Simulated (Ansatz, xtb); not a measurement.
# FH3Si3: where a starting geometry ends

The starting geometry of this gas-phase singlet has its atoms placed at random.

```xyz
7

F     2.1006   -0.0248   -0.8177
Si    0.0025    0.7491    1.9037
Si    0.3997   -2.2491   -0.0808
Si   -0.0870    0.8205   -0.8754
H    -1.5326   -0.0369    1.3394
H     1.1371    1.6521    0.2506
H     0.6887    0.1053   -2.0507
```

Q: Guess where an optimisation with r2SCAN-D4/def2-SVP ends from this start.

A: It ends as a structure with H5 bridging Si3 and Si2, given below by its coordinates. Contacts that close: F1–Si4 (2.35 → 1.63 Å), Si2–Si3 (3.62 → 2.22 Å), Si2–H5 (1.81 → 1.69 Å), Si3–Si4 (3.21 → 2.47 Å), Si3–H5 (3.26 → 1.69 Å), Si4–H6 (1.86 → 1.50 Å).

The energy falls by 9.05 eV over 15 steps:

```json
{"step": "1", "E − E(last) (eV)": "9.046"}
{"step": "3", "E − E(last) (eV)": "4.930"}
{"step": "4", "E − E(last) (eV)": "3.165"}
{"step": "6", "E − E(last) (eV)": "1.206"}
{"step": "7", "E − E(last) (eV)": "0.909"}
{"step": "9", "E − E(last) (eV)": "0.237"}
{"step": "10", "E − E(last) (eV)": "0.153"}
{"step": "12", "E − E(last) (eV)": "0.012"}
{"step": "13", "E − E(last) (eV)": "0.000"}
{"step": "15", "E − E(last) (eV)": "0.000"}
```

Final geometry (Å):

```yaml
atoms:
  - { symbol: F, position_ang: [2.3473, -0.1638, -0.7864] }
  - { symbol: Si, position_ang: [0.0228, 0.2203, 1.8707] }
  - { symbol: Si, position_ang: [-0.2737, -1.4836, 0.4787] }
  - { symbol: Si, position_ang: [0.8299, 0.4189, -0.6348] }
  - { symbol: H, position_ang: [-1.3164, -0.2491, 0.9588] }
  - { symbol: H, position_ang: [0.9337, 1.8632, -0.2493] }
  - { symbol: H, position_ang: [0.1656, 0.4100, -1.9687] }
```

From the same start GFN2-xTB ends elsewhere, differing in Si3–Si4 (4.22 against 2.47 Å here), Si3–H5 (3.13 against 1.69 Å here).

From so rough a start the end depends on the optimiser's path, so another program may land elsewhere. The end wasn't checked by frequencies. Run with Ansatz 0.2.0, 28 s on 2 threads of Intel(R) Xeon(R) Platinum 8259CL CPU @ 2.50GHz (Skylake/Cascade Lake), on a shared host.
